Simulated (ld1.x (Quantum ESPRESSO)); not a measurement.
Reading a pseudo-wave (Ta (Z = 73))

Columns: radius, all-electron u(r) and pseudo u(r) of the 5d shell (level -18.63 eV) of tantalum in the configuration [Xe] 4f14 5d3 6s0 6p0; LDA (PZ), scalar-relativistic, TM scheme, ld1.x (Quantum ESPRESSO) 7.5.

```csv
r (bohr),all-electron,pseudo
0.148,0.1865,0.0035
0.295,-0.2244,0.0265
0.443,-0.3116,0.0829
0.590,-0.1072,0.1758
0.738,0.1619,0.2985
0.885,0.3917,0.4330
1.033,0.5604,0.5610
1.180,0.6692,0.6637
1.328,0.7313,0.7330
1.475,0.7578,0.7665
1.623,0.7591,0.7701
1.770,0.7427,0.7518
1.918,0.7142,0.7197
2.065,0.6781,0.6805
2.213,0.6370,0.6377
2.360,0.5937,0.5938
2.508,0.5493,0.5493
2.655,0.5055,0.5055
2.802,0.4628,0.4628
2.950,0.4215,0.4215
3.098,0.3824,0.3824
3.245,0.3458,0.3458
3.393,0.3115,0.3115
3.540,0.2800,0.2800
3.688,0.2507,0.2507
3.835,0.2241,0.2241
```

(1) How many radial nodes do the two functions have?

(2) At about which radius was the pseudo-wave matched?

(3) Where does each function peak?

(4) Is the pseudo-wave norm-conserving?

Results:

(1) The all-electron 5d function has n − l − 1 = 2; the pseudo-wave has 0, since the states of the same l below it are removed with the core.

(2) 2.60 bohr. The columns agree to 0.0005 from 2.36 bohr on; several derivatives are matched, so the curves merge somewhat inside the radius.

(3) Outermost all-electron maximum near 1.62 bohr, pseudo maximum near 1.62 bohr (to the table’s step).

(4) Yes: the TM scheme keeps the norm inside the radius equal to the all-electron one, which fixes the energy derivative of the logarithmic derivative at the level.
